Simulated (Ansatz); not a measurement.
Reaction (atomization): `OB1N[SiH2]1` → B• + 4 H• + N• + O• + Si•

Isolated molecules relaxed with PBE0-D4/def2-TZVP in Ansatz; ΔE leaves out vibrations. CBS: MP2 limit from def2 TZ/QZ plus the TZ coupled-cluster correction, frozen cores. This one scheme is used for every species, atoms too. DFT in def2-TZVPP. B3LYP here is the variant with VWN-RPA as its local correlation; programs differ in this. Open shells (•) are unrestricted, without spin–orbit coupling. Spin–orbit coupling would lower the free atoms: a little for B, O, Si. Each species was taken in one conformer, which may not be the lowest.

`OB1N[SiH2]1`:

```xyz
8

O     1.578    1.409   -0.213
B     0.623    0.469   -0.044
N    -0.726    0.267   -0.330
Si   -0.189   -1.187    0.502
H     1.268    2.197   -0.670
H    -1.505    0.734   -0.769
H    -0.825   -1.448    1.822
H    -0.225   -2.441   -0.297
```

```csv
level,ΔE (eV),difference from CCSD(T)/CBS
PBE-D4,31.20,0.79
revPBE-D4,30.32,-0.09
BLYP-D4,30.62,0.21
PBE0-D4,30.47,0.06
B3LYP-D4,30.55,0.14
ωB97X-V,30.64,0.23
PBE-QIDH,30.17,-0.24
BLYP,30.31,-0.10
PBE0,30.36,-0.05
r2SCAN0,29.93,-0.48
BHLYP,29.30,-1.11
CCSD/def2-SVP,28.02,-2.39
CCSD(T)/def2-SVP,28.38,-2.03
SCS-MP2/def2-TZVPP,30.03,-0.38
CCSD(T)/def2-TZVPP,29.45,-0.96
HF/CBS(def2),21.41,-9.00
CCSD(T)/CBS,30.41,0
```

Largest T1 diagnostic among the species: 0.014.

The D4 term adds +0.23 eV with B3LYP and +0.12 eV with PBE0; it sums over pairs of atoms, weighted by their polarisabilities, and B3LYP, whose exchange is more repulsive, gets the larger term. From BLYP to BHLYP (50 % exact exchange), in def2-TZVPP and without D4, ΔE moves by −1.01 eV: exact exchange takes away binding that semilocal exchange gives to molecules. Leaving LDA and LC-ωPBE aside and taking each functional with its dispersion term where it has one, the values, not all of them listed here, spread over 1.73 eV, from BHLYP-D4 to PBE-D4. LDA lies +4.19 eV from PBE without D4, its usual overbinding.

For atomizations the MP2-based limit and the directly extrapolated one differ by several kJ/mol either way, and by 10 to 25 for some Ge, Se and Sn compounds, so smaller differences from it don't rank the levels.
